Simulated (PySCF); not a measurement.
# Electronic structure of S(12+) (sulfur, charge +12) at the PBE level

Configuration: [He] 2s2, closed-shell 1S. Calculation: PySCF 2.14, in an uncontracted even-tempered set (17 s from 1.8 bohr⁻², ratio 2.2; 9 p from 2.9 bohr⁻², ratio 2.4; 6 d from 8.8 bohr⁻², ratio 2.4; 5 f from 13 bohr⁻², ratio 2.4; 4 g from 20 bohr⁻², ratio 2.4); no relativity, point nucleus.

```json
{"Total energy": "-295.6709 hartree", "One-electron energy": "-319.1776 hartree", "Hartree (Coulomb) energy": "36.0039 hartree", "Exchange-correlation energy": "-12.4972 hartree", "Kinetic energy": "295.56812 hartree", "⟨S²⟩": "0.0000", "⟨L²⟩": "0.000", "Sum of ⟨r⟩": "1.022 bohr", "Sum of ⟨r²⟩": "0.4264 bohr²", "Density at the nucleus (Gaussians lack the cusp)": "2720 bohr⁻³"}
```

| shell | electrons | mean orbital energy (hartree) | rms radius, mean of both spins (bohr) |
| --- | --- | --- | --- |
| 1s | 2 | -108.61909 | 0.112 |
| 2s | 2 | -22.94041 | 0.448 |
